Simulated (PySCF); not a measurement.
Molecule: `C=C/C=C/CCOC`, C₇H₁₂O.

Bonds (- single, = double, # triple, : aromatic): C1=C2, C2-C3, C3=C4, C4-C5, C5-C6, C6-O7, O7-C8. C1 carries H9, H10; C2 carries H11; C3 carries H12; C4 carries H13; C5 carries H14, H15; C6 carries H16, H17; C8 carries H18, H19, H20. Stereochemistry as in C=C/C=C/CCOC. H9 is cis to C3; H10 is trans to C3.

Frames of a GFN2-xTB Langevin trajectory at 300 K; GIAO PBE0/pcSseg-1 shieldings in PySCF, gas phase, non-relativistic; equivalent atoms averaged within each frame.

Scale: 13C (186.93 ppm), 1H (31.72 ppm) vs TMS; H2O for 17O (336.08 ppm) (reference shieldings calculated alike). The references are static minima.

How do the shifts (ppm) fluctuate along the trajectory?

Answers


```tsv
time (fs)	C2	C4	C3	C1	C6	C8	C5	O7	H11	H12
250	151.5	139.8	139.2	128.1	70.8	56.6	36.6	27.0	7.69	6.59
425	140.6	143.8	136.2	129.9	76.6	55.4	42.4	32.8	6.62	6.39
625	143.8	138.4	139.4	119.9	80.8	61.5	46.0	54.9	6.86	6.34
800	142.3	147.7	143.8	124.6	75.8	55.2	38.3	35.5	7.50	7.24
1000	149.5	148.4	140.0	118.5	74.7	65.5	40.5	29.3	7.18	6.69
mean of frames	145.5	143.6	139.7	124.2	75.7	58.8	40.8	35.9	7.17	6.65
standard deviation	4.7	4.5	2.7	5.0	3.6	4.5	3.6	11.1	0.44	0.36
```

5 frames give an uncertainty of the mean of about the standard deviation over 2.2 at best, since frames this close in time may not be independent; classical motion lacks zero-point vibration, and the reference would need the same averaging.
